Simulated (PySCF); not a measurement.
disulfane (H2S2), SMILES SS. Atoms are numbered in the order given.

```xyz
4

S      1.0207     0.0678     0.0551
S     -1.0207    -0.0678     0.0551
H      1.2846    -0.8625    -0.8821
H     -1.2846     0.8625    -0.8821
```

The structure is a stationary point at PBE0-D3(BJ)/def2-TZVP.

Lowest vertical singlet excitation by several levels in PySCF, with rough processor times relative to the cheapest run on one machine. Each run also gave further roots (ADC and EOM-CCSD ionised and attached states too); roots are paired by order and the bases differ. EOM-CCSD serves as a yardstick, not as the true value; all levels that ended soundly for this molecule are listed, with differences from unrounded values.

```tsv
level	relative cost
TDDFT-PBE/def2-TZVPD	1
EOM-CCSD/aug-cc-pVDZ	4
ADC(2)/aug-cc-pVDZ	5
TDDFT-CAM-B3LYP/def2-TZVPD	9
```

Computed S1 at each level and its distance from EOM-CCSD:
| level | S1 (eV) | S1 minus EOM-CCSD (eV) |
|---|---|---|
| TDDFT-PBE/def2-TZVPD | 4.55 | -0.56 |
| EOM-CCSD/aug-cc-pVDZ | 5.11 | 0.00 |
| ADC(2)/aug-cc-pVDZ | 5.15 | 0.05 |
| TDDFT-CAM-B3LYP/def2-TZVPD | 4.88 | -0.23 |
